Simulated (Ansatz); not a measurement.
Frontier orbitals of `[SiH3]C[SiH2][SbH2]`.

```xyz
13

Si   -0.678   -0.081    1.769
C    -1.250    0.412    0.057
Si   -0.097   -0.140   -1.318
Sb    2.279    0.785   -0.927
H     0.609    0.600    2.082
H    -1.674    0.303    2.805
H    -0.459   -1.550    1.840
H    -1.348    1.502    0.022
H    -2.244   -0.009   -0.128
H    -0.091   -1.625   -1.396
H    -0.561    0.391   -2.631
H     2.844   -0.078   -2.290
H     2.670   -0.510    0.115
```

Total charge 0; spin multiplicity 1. Correlated methods include outer-core shells of Sb, which these sets cover unevenly. Sb takes the def2 core potential. All single points use the PBE0-D4/def2-TZVP geometry. It is one conformer, not always the lowest. Basis def2-TZVPP, the Gaussian-basis code of Ansatz.

| functional | HOMO (eV) | LUMO (eV) | gap (eV) |
| --- | --- | --- | --- |
| PBE | -6.12 | -1.16 | 4.96 |
| r2SCAN | -6.35 | -0.91 | 5.44 |
| PBE0 | -7.07 | -0.41 | 6.66 |
| ωB97X-V | -9.18 | 1.45 | 10.63 |
| ωB97M-V | -9.05 | 1.18 | 10.23 |

A quarter of exact exchange (PBE0) shifts PBE's HOMO by −0.95 eV and its LUMO by +0.75 eV; full exchange at long range (ωB97M-V) shifts them by −2.94 and +2.35 eV. The gap opens from 4.95 to 10.24 eV, since occupied levels lose self-interaction and empty ones feel all the electrons. A positive LUMO is unbound and depends on the basis.
